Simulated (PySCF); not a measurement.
H₃AlFNO (SMILES [NH2][Al]([OH])[F]), singlet, geometry from GFN2-xTB (such geometries of metal compounds can be far from the true shape).

Here is a job for PySCF.
```python
from pyscf import gto, scf, dft, tdscf

mol = gto.Mole()
mol.atom = '''
    Al    0.02872516   -0.01725957    0.01872178
    F     1.60534780   -0.14255131   -0.46416288
    O    -0.44353929   -0.67572208    1.44224094
    H    -0.45470422   -1.12520853    2.27321481
    N    -1.11967264    0.83223004   -1.02278124
    H    -2.09557534    0.95743659   -0.81144556
    H    -0.88525500    1.25527441   -1.90614538
'''
mol.basis = '6-31g'
mol.verbose = 4
mol.build()

mf = dft.RKS(mol)
mf.xc = 'camb3lyp'
mf.kernel()
td = mf.TDA()
td.nstates = 5
td.kernel()
td.analyze()
```

Task: What does this run give for the number of basis functions, total energy, HOMO-LUMO gap, lowest excitation energy found, dipole moment, HOMO energy?

Result: 
```json
{
  "number_of_basis_functions": "46",
  "total_energy": "-474.047916 Ha",
  "HOMO-LUMO gap": "9.46 eV",
  "lowest_excitation_energy_found": "5.88 eV",
  "dipole_moment": "2.22 D",
  "HOMO energy": "-8.66 eV"
}
```

Task: Roughly what does it cost on one core?

Result: roughly 40 core-seconds.
